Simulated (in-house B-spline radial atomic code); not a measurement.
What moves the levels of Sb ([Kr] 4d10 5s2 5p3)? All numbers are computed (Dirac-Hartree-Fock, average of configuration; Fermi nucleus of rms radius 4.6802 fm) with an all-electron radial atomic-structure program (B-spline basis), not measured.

Baseline run (computed): total energy -6480.5197 hartree, 1s1/2 at -1127.042 hartree, 5p3/2 at -7.8915 eV with <r> = 2.969 bohr.

Scaling the speed of light c (a factor of 100 is close to the non-relativistic limit):

| c/c0 | ΔE (hartree) | 5p3/2 level (eV) | 5p3/2 <r> (bohr) |
| --- | --- | --- | --- |
| 0.95 | -19.525 | -7.86208 | 2.971 |
| 0.98 | -7.415 | -7.88032 | 2.97 |
| 1.02 | 6.9418 | -7.90195 | 2.968 |
| 1.5 | 95.713 | -8.03563 | 2.959 |
| 100 | 167.16 | -8.14281 | 2.952 |

Changing the nucleus:

```tsv
nucleus	ΔE (eV)
Gaussian nucleus of rms radius 4.6802 fm	-0.0172
uniform spherical nucleus of rms radius 4.6802 fm	0.00624
Gaussian nucleus of rms radius 0.01 fm	-4.96
Fermi nucleus of rms radius 4.5866 fm	-0.182
Fermi nucleus of rms radius 4.7738 fm	0.185
```

A larger nucleus binds the electrons less, roughly as the density at the nucleus times the change of the nuclear <r²>. At equal rms radius the shape enters only through higher moments. A radius of 0.01 fm is nearly a point.

Q: The nuclear charge is raised by 0.1. What does the Hellmann-Feynman theorem predict for the energy, and what is found?

A: dE/dZ ≈ -Σ<1/r>, which is -308.626 at the start and -309.473 at the end; their mean times 0.1 is -30.905 hartree, and the two runs differ by -30.905 hartree.
